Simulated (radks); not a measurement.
Task: The mean radii <r> (bohr) of the occupied orbitals of an atom or ion are listed with their occupations. Method: scalar-relativistic Kohn-Sham, LDA (Slater exchange, VWN5 correlation), spin-polarised, spherical densities, finite nucleus; Fermi nuclear charge, rms radius of each element as measured or else 0.836 A^(1/3) + 0.57 fm; computed with a radial shooting solver on a logarithmic mesh with Libxc functionals.

| orbital | occ. | <r> |
|---|---|---|
| 1s up | 1 | 0.01631 |
| 1s down | 1 | 0.01631 |
| 2s up | 1 | 0.06749 |
| 2s down | 1 | 0.06752 |
| 2p up | 3 | 0.06082 |
| 2p down | 2 | 0.06086 |

Name the element and its charge. Open shells, if any, are filled with parallel spins first.

Result: Z = 81, thallium, charge +72: Tl72+ in [He] 2s2 2p5. The 1s radius gives Z: for a bare nucleus <r> = (2 gamma + 1)/(2Z) with gamma = sqrt(1 - (Z/c)^2), 0.01613 bohr for Z = 81, and screening makes it slightly larger (0.01631 here). The occupations add up to 9, and the charge is Z minus that.
